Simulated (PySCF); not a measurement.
**Correlation energy of O⁺ (oxygen, charge +1)**

[He] 2s2 2p3, high-spin 4S determinant. Computed with PySCF 2.14 in Sapporo-DZP-2012, with the spin-free X2C one-electron Hamiltonian (Gaussian nucleus). Frozen: 1s2; 5 electrons correlated.

MP2 pair energies summed by pair of shells (mhartree):

| pair | energy | share (%) |
| --- | --- | --- |
| 2s-2p | -51.18 | 66.1 |
| 2p-2p | -18.27 | 23.6 |
| 2s-2s | -8.01 | 10.3 |

Total MP2 correlation energy: -77.47 mhartree.

Same-spin part -22.22 and opposite-spin part -55.25 mhartree; SCS-MP2 scales them by 1/3 and 6/5 to -73.71 mhartree.

| level | correlation energy (mhartree) |
| --- | --- |
| CCSD | -93.92 |
| (T) | -0.65 |
| CCSD(T) | -94.57 |

Diagnostics: T1 = 0.0043, D1 = 0.0083, largest double amplitude 0.041.

Cost of the coupled-cluster step: 0.11 s of wall time on 1 thread of Intel(R) Xeon(R) Platinum 8375C CPU @ 2.90GHz (shared host), for 5 correlated electrons.

Iterations:

```
CC2 = 0
CCSD nocc = (np.int64(4), np.int64(1)), nmo = (17, 17)
frozen orbitals [[0], [0]]
max_cycle = 100
direct = 0
conv_tol = 1e-08
conv_tol_normt = 1e-06
diis_space = 8
diis_start_cycle = 0
Init t2, MP2 energy = -0.0774708770299829
Init E_corr(UCCSD) = -0.0774708770303078
cycle = 1  E_corr(UCCSD) = -0.0902888811430211  dE = -0.0128180041  norm(t1,t2) = 0.0260714
cycle = 2  E_corr(UCCSD) = -0.0929317086498149  dE = -0.00264282751  norm(t1,t2) = 0.00764384
cycle = 3  E_corr(UCCSD) = -0.0939475852940642  dE = -0.00101587664  norm(t1,t2) = 0.00274965
cycle = 4  E_corr(UCCSD) = -0.0939165471944295  dE = 3.10380996e-05  norm(t1,t2) = 0.000379606
cycle = 5  E_corr(UCCSD) = -0.0939198847229949  dE = -3.33752857e-06  norm(t1,t2) = 7.31255e-05
cycle = 6  E_corr(UCCSD) = -0.0939197225687614  dE = 1.62154233e-07  norm(t1,t2) = 7.06756e-06
cycle = 7  E_corr(UCCSD) = -0.0939198575023573  dE = -1.34933596e-07  norm(t1,t2) = 6.42122e-07
cycle = 8  E_corr(UCCSD) = -0.0939198310357868  dE = 2.64665705e-08  norm(t1,t2) = 8.23086e-08
cycle = 9  E_corr(UCCSD) = -0.0939198323880581  dE = -1.35227123e-09  norm(t1,t2) = 1.16009e-08
UCCSD converged
E(UCCSD) = -74.49133727008483  E_corr = -0.09391983238805807
UCCSD(T) correction = -0.000647630496855345
```
